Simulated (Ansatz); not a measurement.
`BC1=CB1` and `ClC1=CB1` differ in one atom or group.

Ansatz, PBE0-D4/def2-TZVP geometries, multiplicity 1. 

| property | `BC1=CB1` |
| --- | --- |
| LUMO energy (B3LYP/def2-TZVPP) / eV | -0.98 |
| vertical ionisation energy (CCSD(T)/CBS(def2)) / eV | 10.33 |
| size of the dipole moment (PBE/def2-TZVPP) / D | 1.66 |
| LUMO energy (PBE/def2-TZVPP) / eV | -1.82 |
| size of the dipole moment (B3LYP/def2-TZVPP) / D | 1.63 |
| HOMO energy (PBE/def2-TZVPP) / eV | -6.84 |

(1) Give the same properties after the change, and the shifts. (Best estimate.)

## Answers

(1) The calculation gave: 
```
                                           property  `ClC1=CB1`  shift
                LUMO energy (B3LYP/def2-TZVPP) / eV       -0.70   0.28
vertical ionisation energy (CCSD(T)/CBS(def2)) / eV       10.72   0.39
     size of the dipole moment (PBE/def2-TZVPP) / D        0.93  -0.73
                  LUMO energy (PBE/def2-TZVPP) / eV       -1.57   0.25
   size of the dipole moment (B3LYP/def2-TZVPP) / D        0.96  -0.67
                  HOMO energy (PBE/def2-TZVPP) / eV       -6.78   0.06
```

With PBE0 the HOMO falls by 0.15 eV and the LUMO rises by 0.28 eV, so the gap widens by about 0.43 eV. PBE moves the HOMO by 0.06 eV and ωB97M-V by -0.20 eV. The zero-point energy changes by -52.4 kJ/mol with -6 modes. Dipoles are sizes alone; their direction can turn.

B3LYP here is the variant with VWN-RPA as its local correlation; programs differ in this.
